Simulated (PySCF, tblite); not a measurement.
Breaking a bond: OH (cation, charge +1), triplet.

Levels: GFN2-xTB, 300 K electronic temperature (tblite); UCCSD(T) = PySCF 2.14.0 with CCSD(T) on UHF/cc-pVTZ, 1 core orbital frozen.

Energies relative to the lowest point of each curve near equilibrium, in kcal/mol; the last columns give the difference from UCCSD(T):

```json
[
 {"R / Å": "0.78", "GFN2-xTB": "42.6", "UCCSD(T)": "46.5", "GFN2-xTB − UCCSD(T)": "-3.8"},
 {"R / Å": "0.82", "GFN2-xTB": "26.9", "UCCSD(T)": "29.3", "GFN2-xTB − UCCSD(T)": "-2.4"},
 {"R / Å": "0.88", "GFN2-xTB": "12.0", "UCCSD(T)": "12.7", "GFN2-xTB − UCCSD(T)": "-0.7"},
 {"R / Å": "0.94", "GFN2-xTB": "4.2", "UCCSD(T)": "3.9", "GFN2-xTB − UCCSD(T)": "0.3"},
 {"R / Å": "0.96", "GFN2-xTB": "2.6", "UCCSD(T)": "2.2", "GFN2-xTB − UCCSD(T)": "0.4"},
 {"R / Å": "1.00", "GFN2-xTB": "0.7", "UCCSD(T)": "0.3", "GFN2-xTB − UCCSD(T)": "0.4"},
 {"R / Å": "1.04", "GFN2-xTB": "0.0", "UCCSD(T)": "0.0", "GFN2-xTB − UCCSD(T)": "0.0"},
 {"R / Å": "1.05", "GFN2-xTB": "0.0", "UCCSD(T)": "0.1", "GFN2-xTB − UCCSD(T)": "-0.1"},
 {"R / Å": "1.10", "GFN2-xTB": "0.6", "UCCSD(T)": "1.6", "GFN2-xTB − UCCSD(T)": "-1.0"},
 {"R / Å": "1.14", "GFN2-xTB": "1.7", "UCCSD(T)": "3.7", "GFN2-xTB − UCCSD(T)": "-2.0"},
 {"R / Å": "1.20", "GFN2-xTB": "4.3", "UCCSD(T)": "7.8", "GFN2-xTB − UCCSD(T)": "-3.6"},
 {"R / Å": "1.28", "GFN2-xTB": "8.7", "UCCSD(T)": "14.5", "GFN2-xTB − UCCSD(T)": "-5.9"},
 {"R / Å": "1.39", "GFN2-xTB": "16.0", "UCCSD(T)": "24.6", "GFN2-xTB − UCCSD(T)": "-8.7"},
 {"R / Å": "1.55", "GFN2-xTB": "27.4", "UCCSD(T)": "39.3", "GFN2-xTB − UCCSD(T)": "-11.8"},
 {"R / Å": "1.73", "GFN2-xTB": "40.0", "UCCSD(T)": "54.2", "GFN2-xTB − UCCSD(T)": "-14.2"},
 {"R / Å": "1.86", "GFN2-xTB": "48.1", "UCCSD(T)": "63.6", "GFN2-xTB − UCCSD(T)": "-15.6"},
 {"R / Å": "2.07", "GFN2-xTB": "58.9", "UCCSD(T)": "76.6", "GFN2-xTB − UCCSD(T)": "-17.6"},
 {"R / Å": "2.30", "GFN2-xTB": "67.8", "UCCSD(T)": "87.8", "GFN2-xTB − UCCSD(T)": "-20.0"},
 {"R / Å": "2.54", "GFN2-xTB": "74.0", "UCCSD(T)": "96.7", "GFN2-xTB − UCCSD(T)": "-22.7"},
 {"R / Å": "2.83", "GFN2-xTB": "—", "UCCSD(T)": "104.5", "GFN2-xTB − UCCSD(T)": "—"},
 {"R / Å": "3.10", "GFN2-xTB": "—", "UCCSD(T)": "109.4", "GFN2-xTB − UCCSD(T)": "—"},
 {"R / Å": "3.61", "GFN2-xTB": "—", "UCCSD(T)": "114.0", "GFN2-xTB − UCCSD(T)": "—"},
 {"R / Å": "4.15", "GFN2-xTB": "—", "UCCSD(T)": "115.5", "GFN2-xTB − UCCSD(T)": "—"}
]
```

GFN2-xTB is furthest from UCCSD(T) at 2.54 (-22.7 kcal/mol, below); its mean absolute difference over the points is 6.9 kcal/mol.

Dashes: no converged value, or the column stops at the first point that the program doubted or that broke a chosen test of continuity, which isn't proof of a fault.

The unrestricted determinant behind UCCSD(T) is spin-contaminated at 1.55 to 4.15 Å (<S²> up to 3.0, against 2.00 for a pure triplet).
